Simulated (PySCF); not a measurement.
# 2 CuH₂ → Cu₂H₄

Level: PBE0 in the def2-TZVP basis family, all electrons, no relativity, computed in PySCF with density fitting; open shells unrestricted.

```tsv
species	state and structure	E (Eh)	ZPE (kJ/mol)	H(298 K) − H(0) (kJ/mol)	S° (J/(mol K))
CuH₂	doublet, C2v, Cu–H 1.521 Å (×2); H–Cu–H 120.5°	-1641.38747	24.3	10.3	223.1
Cu₂H₄	triplet, C2h, Cu–H 1.502 Å (×2), Cu–H 1.674 Å (×2), Cu–H 1.705 Å (×2); Cu–H–Cu 89.3° (×2), H–Cu–H 90.7° (×2), H–Cu–H 96.0° (×2), H–Cu–H 173.3° (×2)	-3282.84283	67.8	14.6	294.9
```

(1) What is the electronic reaction energy?

(2) Add zero-point, thermal and entropy terms for 298.15 K and 1 bar.

Results:

(1) At PBE0/def2-TZVP, ΔE = -178.2 kJ/mol from the differences of the total energies times 2625.5, downhill.

(2) ΔZPE = 19.2 and Δ[H(298) − H(0)] = -6.0 kJ/mol give ΔH° = -165.0 kJ/mol. ΔS° = -151.3 J/(mol K), so ΔG° = -165.0 − 298.15 × (-0.1513) = -120 kJ/mol and log₁₀K = 21.0. ΔG° would change sign near 1090 K if ΔH° and ΔS° stayed fixed.

Open d or f shells are single determinants, so the state found may not be the ground state. The structures come from searches over a few start shapes, so lower isomers are not excluded.
